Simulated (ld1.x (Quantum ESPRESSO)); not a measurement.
**Ranking PAW potentials for chromium (Cr)**

All share these settings but for the change named:

| Quantity | Value |
| --- | --- |
| Element | Cr (Z = 24) |
| Generator | ld1.x (Quantum ESPRESSO) 7.5 |
| Type | PAW |
| Functional | PBE |
| Relativity | scalar-relativistic |
| Frozen core | [Ar] |
| Valence charge | 6 |
| Reference configuration | 3d4 4s2 4p0 |
| Partial waves | 4s (bound): rcut 2.50, rcutus 3.20 bohr; 4s channel at 0.75 Ry: rcut 2.50, rcutus 3.20 bohr; 4p (bound, empty): rcut 3.00, rcutus 3.70 bohr; 4p channel at 1.8 Ry: rcut 3.00, rcutus 3.70 bohr; 3d (bound): rcut 1.35, rcutus 1.45 bohr; 3d channel at 2.35 Ry: rcut 1.35, rcutus 1.45 bohr |
| Local potential | all-electron potential smoothed inside 2.15 bohr (lloc = -1) |
| Core correction | Bessel-smoothed model core inside 1.25 bohr |
| Augmentation charge | PSQ, inside the norm-conserving radii |

Cutoff: the first of the cutoffs (Ry, on a coarse ladder) from which the occupation-weighted sum of valence levels, in a spherical-Bessel basis at the reference potential, stays within 10 and 1 mRy of its value at 400 Ry; the density cutoff is not measured.

The base gives 50 Ry.

Of 12 variants that were run, those that failed, showed a ghost or another fault, or gave nearly equal values are left out.

A variant can come out equal or close to the base.

**Question.** Rank these variants from softest to hardest (loose cutoff).
A. all radii but the core radius scaled by about 1.32 (s 4.22, p 4.88, d 1.92 bohr, rcut 3.30/3.96/1.78); local potential all-electron potential smoothed inside 2.84 bohr (lloc = -1)
B. waves 3d (bound): rcut 1.35, rcutus 2.08 bohr; 3d channel at 2.35 Ry: rcut 1.35, rcutus 2.08 bohr
C. waves 4p (bound): rcut 3.00, rcutus 3.30 bohr; 4p channel at 1.8 Ry: rcut 3.00, rcutus 3.30 bohr

**Answer.** B (25 Ry), A (30 Ry), C (50 Ry).
